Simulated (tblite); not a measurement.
A geometry optimisation, step by step.

Species: C7H12B2S.
Numbering: `[BH2:1][C:2]1=[CH:3][C@@H:4]2[CH2:5][S:6][CH2:7][C@H:8]1[C@@H:9]2[BH2:10]` (hydrogens: H11, H12 on B1; H13 on C3; H14 on C4; H15, H16 on C5; H17, H18 on C7; H19 on C8; H20 on C9; H21, H22 on B10)

Computed with GFN2-xTB (tblite), gas phase: L-BFGS steps from a force-field or distance-geometry start until the largest atomic force falls under 0.01 eV/Å. 3 of its 83 geometries are shown.

Step 0: E = -727.8607 eV, largest atomic force 2.922 eV/Å
```
atom  x, y, z in Å  |  force x, y, z in eV/Å
B1      2.549   -0.961   -0.385   -0.267   1.061   1.790
C2      1.018   -0.571   -0.393    2.501  -1.489   0.258
C3      0.216   -0.492   -1.426   -0.495   0.026  -1.317
C4     -1.014    0.250   -1.006   -0.863  -1.728  -0.464
C5     -0.762    1.711   -1.010   -1.620   1.268  -0.485
S6      0.643    2.230   -0.024    1.042   1.112   0.011
C7      0.753    1.103    1.388    0.049  -0.711   0.249
C8      0.293   -0.243    0.888    0.777  -0.350   0.635
C9     -1.128   -0.247    0.433   -1.711  -0.468  -0.054
B10    -1.711   -1.734    0.513   -0.436   0.678   0.036
H11     3.334   -0.102   -0.657   -0.307  -0.640  -0.494
H12     2.879   -1.660    0.519    0.019  -0.229  -0.606
H13     0.437   -0.902   -2.413   -0.166   0.676   0.266
H14    -1.907   -0.043   -1.585    0.153   0.452  -0.023
H15    -0.631    2.102   -2.049    0.217  -0.122   0.816
H16    -1.683    2.206   -0.586    0.701  -0.158  -0.356
H17     0.137    1.396    2.244    0.180   0.370  -0.116
H18     1.810    0.967    1.677   -0.369   0.664  -0.102
H19     0.428   -1.002    1.677    0.391   0.179  -0.188
H20    -1.744    0.453    1.024    0.032  -0.245   0.019
H21    -1.470   -2.330    1.485   -0.057  -0.256  -0.061
H22    -2.457   -2.111   -0.315    0.231  -0.090   0.189
```

Step 41: E = -728.8223 eV, largest atomic force 0.088 eV/Å
```
atom  x, y, z in Å  |  force x, y, z in eV/Å
B1      2.619   -1.146   -0.300    0.008   0.009  -0.011
C2      1.197   -0.576   -0.303   -0.045   0.002  -0.034
C3      0.456   -0.276   -1.383   -0.015   0.054  -0.027
C4     -0.916    0.217   -1.018   -0.004   0.013   0.010
C5     -0.922    1.749   -0.936    0.010  -0.059  -0.018
S6      0.553    2.371   -0.053   -0.028   0.057  -0.025
C7      0.632    1.195    1.340    0.033  -0.001   0.041
C8      0.363   -0.250    0.922   -0.034  -0.033  -0.009
C9     -1.083   -0.370    0.399   -0.041   0.025  -0.021
B10    -1.804   -1.753    0.546   -0.017   0.015   0.015
H11     3.264   -1.084   -1.271    0.014  -0.039  -0.068
H12     3.054   -1.661    0.654    0.000   0.044   0.064
H13     0.787   -0.344   -2.405   -0.010   0.007  -0.025
H14    -1.690   -0.099   -1.726    0.012  -0.021   0.065
H15    -0.871    2.214   -1.922    0.001  -0.038   0.031
H16    -1.821    2.098   -0.420    0.066   0.021  -0.054
H17    -0.081    1.509    2.104    0.003   0.063   0.022
H18     1.644    1.314    1.723    0.058  -0.006   0.057
H19     0.580   -0.898    1.773   -0.042  -0.057   0.017
H20    -1.735    0.285    0.999   -0.029   0.007   0.002
H21    -1.647   -2.378    1.520    0.040  -0.048   0.000
H22    -2.590   -2.098   -0.246    0.020  -0.016  -0.032
```

Step 82: E = -728.8620 eV, largest atomic force 0.009 eV/Å
```
atom  x, y, z in Å  |  force x, y, z in eV/Å
B1      2.588   -1.115   -0.290   -0.002   0.001  -0.002
C2      1.144   -0.604   -0.296    0.000  -0.004   0.003
C3      0.397   -0.308   -1.373    0.007  -0.002   0.000
C4     -0.950    0.240   -0.993    0.006  -0.002  -0.004
C5     -0.881    1.768   -0.930   -0.002  -0.005   0.001
S6      0.609    2.353   -0.045    0.000  -0.004  -0.003
C7      0.649    1.184    1.360    0.001  -0.001   0.000
C8      0.328   -0.251    0.940    0.000  -0.001  -0.002
C9     -1.121   -0.350    0.420    0.003   0.003  -0.005
B10    -1.766   -1.783    0.491   -0.005   0.005   0.004
H11     3.085   -1.443   -1.296    0.003   0.004  -0.007
H12     3.188   -1.188    0.712   -0.002   0.006   0.007
H13     0.717   -0.379   -2.398   -0.001   0.002   0.000
H14    -1.744   -0.050   -1.685   -0.002   0.007   0.003
H15    -0.798    2.206   -1.925    0.002  -0.001   0.004
H16    -1.764    2.176   -0.434   -0.003   0.001  -0.001
H17    -0.050    1.538    2.120   -0.001  -0.004   0.000
H18     1.666    1.261    1.746    0.000   0.002   0.000
H19     0.526   -0.913    1.785   -0.003  -0.003  -0.003
H20    -1.780    0.291    1.024    0.002  -0.001   0.000
H21    -1.541   -2.477    1.404   -0.001   0.001   0.005
H22    -2.512   -2.135   -0.337   -0.003  -0.002   0.001
```

**Question.** Summarise the path.

**Answer.** The energy falls by 1.0013 eV from step 0 to step 82; nine tenths of that is first reached at step 28. It falls at every step. The largest force goes from 2.922 to 0.009 eV/Å. Among the bonds C8–C9 changes most, from 1.492 to 1.542 Å; the atoms move by 0.404 Å rms after alignment.

What follows is the cost of the whole relaxation. Hardware: an Arm Neoverse N1 with one thread, no GPU, shared host with 64 logical CPUs at a one-minute load of 62. Cost: 1.4 s wall.
